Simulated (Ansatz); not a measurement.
One change: `CBN(C)C` becomes `C[N](C)[Ge][F]`.

Ansatz, PBE0-D4/def2-TZVP geometries, multiplicity 1. Each molecule was computed in one conformer, which needn't be the lowest.

Scalar relativity is left out up to krypton.

```
                                          property  `CBN(C)C`
                LUMO energy (PBE0/def2-TZVPP) / eV       0.69
    size of the dipole moment (PBE/def2-TZVPP) / D       1.58
size of the dipole moment (ωB97M-V/def2-TZVPP) / D       1.50
  size of the dipole moment (B3LYP/def2-TZVPP) / D       1.51
              HOMO–LUMO gap (PBE0/def2-TZVPP) / eV       7.85
             HOMO–LUMO gap (B3LYP/def2-TZVPP) / eV       7.41
```

What does the change do to each property? (Estimate.)

Ansatz gave: 
```csv
property,`C[N](C)[Ge][F]`,shift
LUMO energy (PBE0/def2-TZVPP) / eV,-1.44,-2.13
size of the dipole moment (PBE/def2-TZVPP) / D,2.62,1.04
size of the dipole moment (ωB97M-V/def2-TZVPP) / D,2.53,1.03
size of the dipole moment (B3LYP/def2-TZVPP) / D,2.65,1.14
HOMO–LUMO gap (PBE0/def2-TZVPP) / eV,5.55,-2.30
HOMO–LUMO gap (B3LYP/def2-TZVPP) / eV,5.11,-2.30
```

With PBE0 the HOMO rises by 0.18 eV and the LUMO falls by 2.13 eV, so the gap narrows by about 2.31 eV. PBE moves the HOMO by 0.15 eV and ωB97M-V by 0.26 eV. The zero-point energy changes by -128.1 kJ/mol with -12 modes. Dipoles are sizes alone; their direction can turn.

B3LYP here is the variant with VWN-RPA as its local correlation; programs differ in this.
